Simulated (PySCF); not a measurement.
Several structures and their simulated spectra, in scrambled order.

A. `C[SiH2]c1ccc(CN)o1`
B. `[SiH3]N([Si@@](C)([SiH3])C#N)[SiH3]`
C. SMILES C=N[C@@H]1C[SiH2]C(=C)CO1

Spectrum 1. 13C{1H} NMR (computed): δ 152.0 (CH2), 149.4 (C), 133.4 (CH2), 96.1 (CH), 79.9 (CH2), 21.0 (CH2).

Spectrum 2. 13C{1H} NMR (computed): δ 173.5 (C), 154.0 (C), 129.8 (CH), 111.8 (CH), 45.4 (CH2), -9.3 (CH3).

Spectrum 3. 13C{1H} NMR (computed): δ 128.4 (C), 3.0 (CH3).

[PySCF 2.14: GFN2-xTB geometry; shielding tensors at PBE0/pcSseg-1 (GIAO); isolated molecule; averaged over atoms made equivalent by symmetry, fast rotation or ring inversion; relativity neglected; one conformer]

δ = σ(ref) − σ, references computed at the same level: 13C (σref 186.93) vs TMS. Shifts are as computed. Against solution values, carbons near 30 ppm lie about +3 ppm off and those near 130 ppm about +5 ppm. Of 1309 compounds with measured shifts, 239 miss one by over three times the rms of a fit or turn the order of signals round; such compounds aren't used in these exercises.

**Question.** Which spectrum belongs to which compound?

**Answer.** 1–C, 2–A, 3–B.

- Spectrum 1 (C): 6 13C signals; δC 149.4 is a fully substituted alkene carbon; δC 133.4 is a terminal =CH2 carbon.
- Spectrum 2 (A): 6 13C signals; δC 129.8 is an aromatic CH; δC 45.4 is an sp3 CH2 bonded to N, on an aromatic ring.
- Spectrum 3 (B): 2 13C signals; δC 128.4 is a nitrile carbon; δC 3.0 is a methyl carbon bonded to Si.
